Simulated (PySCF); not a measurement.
**Telling isomers of C₁₀H₇N apart by NMR**

PySCF calculation with GIAO PBE0/pcSseg-1 shieldings and GFN2-xTB structure; no relativistic terms, fast rotation and ring inversion assumed for equivalent nuclei, one conformer, no solvent.

Referencing at the same level of theory: 1H (σ = 31.72 ppm), 13C (σ = 186.93 ppm) against TMS. Where no couplings were computed, multiplicities follow the n + 1 count of equivalent neighbours, and m marks all less simple cases (inequivalent or close neighbours, rings, F or P nearby). Shifts are as computed. Against solution values, carbons near 30 ppm lie about +3 ppm off and those near 130 ppm about +5 ppm. Of 1211 compounds with measured shifts, 218 miss one by over three times the rms of a fit or turn the order of signals round; such compounds aren't used in these exercises.

(1) Tabulate the signals of `N#C[C@@H]1C=Cc2ccccc21`, `N#Cc1cccc2c1C=CC2` and their relative energies.

(2) What is the quickest way to tell N#C[C@@H]1C=Cc2ccccc21 from N#Cc1cccc2c1C=CC2?

Results:

(1) 
```json
{"SMILES": "N#C[C@@H]1C=Cc2ccccc21", "carbon types": "3×C 7×CH", "δC": "149.8, 147.3, 144.0, 139.0, 134.3, 132.5, 130.6, 127.4, 120.7, 39.7", "δH": "8.00 (d, 1H), 7.78 (m, 1H), 7.75 (m, 1H), 7.68 (m, 1H), 7.28 (d, 1H), 6.56 (m, 1H), 4.23 (m, 1H)", "E rel. (kcal/mol)": "6.4"}
{"SMILES": "N#Cc1cccc2c1C=CC2", "carbon types": "4×C 5×CH 1×CH2", "δC": "155.3, 150.4, 146.3, 139.1, 137.7, 132.6, 130.0, 123.6, 109.1, 43.5", "δH": "7.90 (d, 1H), 7.88 (d, 1H), 7.60 (d, 1H), 7.54 (m, 1H), 7.06 (m, 1H), 3.61 (m, 2H)", "E rel. (kcal/mol)": "0.0"}
```

Energies are electronic energies at PBE0/pcSseg-1 on these geometries, without zero-point or thermal terms, each for the one conformer computed, which needn't be the lowest.

(2) Both give the same number of carbon signals, but DEPT or the intensities differ. The first has an sp3 CH on an aromatic ring at 39.7 ppm, the second an sp3 CH2 on an aromatic ring at 43.5 ppm. Their most deshielded carbons lie at 149.8 and 155.3 ppm.
